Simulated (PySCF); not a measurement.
Species: p-anisic acid, C8H8O3.
Atom-mapped SMILES: `[CH3:1][O:2][c:3]1[cH:4][cH:5][c:6]([C:7](=[O:8])[OH:9])[cH:10][cH:11]1` (hydrogens: H12, H13, H14 on C1; H15 on C4; H16 on C5; H17 on O9; H18 on C10; H19 on C11)

The calculation used PBE0-D3(BJ)/def2-SVP geometry optimisation, gas phase in PySCF.

**Question.** What internal coordinates does the optimisation give?

**Answer.** 
| bond | length (Å) | order |
| --- | --- | --- |
| C1–O2 | 1.402 | single |
| O2–C3 | 1.343 | single |
| C3–C4, C3–C11 | 1.403 | aromatic |
| C4–C5, C10–C11 | 1.387 | aromatic |
| C5–C6, C6–C10 | 1.400 | aromatic |
| C6–C7 | 1.479 | single |
| C7=O8 | 1.207 | double |
| C7–O9 | 1.343 | single |
| C1–H12, C1–H13, C1–H14 | 1.102 | single |
| C4–H15, C11–H19 | 1.091 | single |
| C5–H16, C10–H18 | 1.092 | single |
| O9–H17 | 0.969 | single |

Bonds in one row agree within 0.01 Å and their mean is given. Orders are formal, as drawn. A selection of angles:
| angle | degrees |
| --- | --- |
| O2–C1–H12 | 111.8 |
| O2–C1–H13 | 106.6 |
| H12–C1–H13 | 108.9 |
| C1–O2–C3 | 119.1 |
| O2–C3–C4 | 116.1 |
| O2–C3–C11 | 124.2 |
| C4–C3–C11 | 119.7 |
| C3–C4–C5 | 120.2 |
| C3–C4–H15 | 118.2 |
| C5–C4–H15 | 121.6 |
| C4–C5–C6 | 120.4 |
| C4–C5–H16 | 120.2 |
| C6–C5–H16 | 119.4 |
| C5–C6–C7 | 122.6 |
| C5–C6–C10 | 119.1 |
| C7–C6–C10 | 118.3 |
| C6–C7–O8 | 124.8 |
| C6–C7–O9 | 113.2 |
| O8–C7–O9 | 122.0 |
| C7–O9–H17 | 105.9 |
| C6–C10–C11 | 121.0 |
| C6–C10–H18 | 118.3 |
| C11–C10–H18 | 120.7 |
| C10–C11–H19 | 119.5 |
| C3–C11–H19 | 121.0 |

Torsions: C1–O2–C3–C4 180° (antiperiplanar); C5–C6–C7–O8 -179° (antiperiplanar); H17–O9–C7–C6 180° (antiperiplanar).

Of the pairs four or more bonds apart, C1···H19 is among the closest relative to their van der Waals radii: 2.53 Å, 87 % of the sum of Bondi's values. The C–C distances run from 1.384 Å (C4–C5, aromatic) to 1.479 Å (C6–C7, drawn single), a spread of 0.095 Å. The 4 C–O bonds span 1.207 Å (C7=O8, drawn double) to 1.402 Å (C1–O2, drawn single), a spread of 0.195 Å. The 6-membered ring C3–C4–C5–C6–C10–C11 has internal angles of 119.1° to 121.0°; it is planar, 0.00 Å rms from its mean plane, widest ring torsion 0°. O9 (acid hydroxyl oxygen) is bent (angle 105.9°). The 11 heavy atoms lie in one plane (0.005 Å rms).

Point group: Cs (every atom within 0.08 Å of its image). Whether it is a minimum is left open (no frequencies). The numbers are those of one conformer (C1–O2–C3–C4 180°, C5–C6–C7–O8 -179°, C6–C7–O9–H 180°).
